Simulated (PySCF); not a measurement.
## ZrF₂ + H₂O → H₂ZrO + F₂

Level: PBE0 in the def2-TZVP basis family, computed in PySCF with density fitting; scalar-relativistic core potentials for atoms from Rb on, none lighter, no spin–orbit coupling; open shells unrestricted.

| species | state and structure | ZPE (kJ/mol) | H(298 K) − H(0) (kJ/mol) | S° (J/(mol K)) |
| --- | --- | --- | --- | --- |
| ZrF₂ | triplet, C2v, Zr–F 1.915 Å (×2); F–Zr–F 141.0° | 8.4 | 12.5 | 288.0 |
| H₂O | singlet, C2v, O–H 0.960 Å (×2); H–O–H 105.1° | 56.5 | 9.9 | 188.7 |
| H₂ZrO | singlet, Cs, Zr–H 1.871 Å (×2), Zr–O 1.722 Å; H–Zr–H 111.8°, H–Zr–O 105.4° (×2) | 34.8 | 11.8 | 263.7 |
| F₂ | singlet, D∞h, F–F 1.376 Å | 6.6 | 8.7 | 201.9 |

Q: Is the gas-phase reaction uphill or downhill in electronic energy at this level, and by how much?

A: At PBE0/def2-TZVP, ΔE = 733.2 kJ/mol, uphill. 

Q: Add zero-point, thermal and entropy terms for 298.15 K and 1 bar.

A: ΔZPE = -23.5 and Δ[H(298) − H(0)] = -1.9 kJ/mol give ΔH° = 707.8 kJ/mol. ΔS° = -11.1 J/(mol K), so ΔG° = 707.8 − 298.15 × (-0.0111) = 711 kJ/mol.

Open d or f shells are single determinants, so the state found may not be the ground state. Each species is the lowest minimum found with this bonding; other isomers or fragments can lie lower.
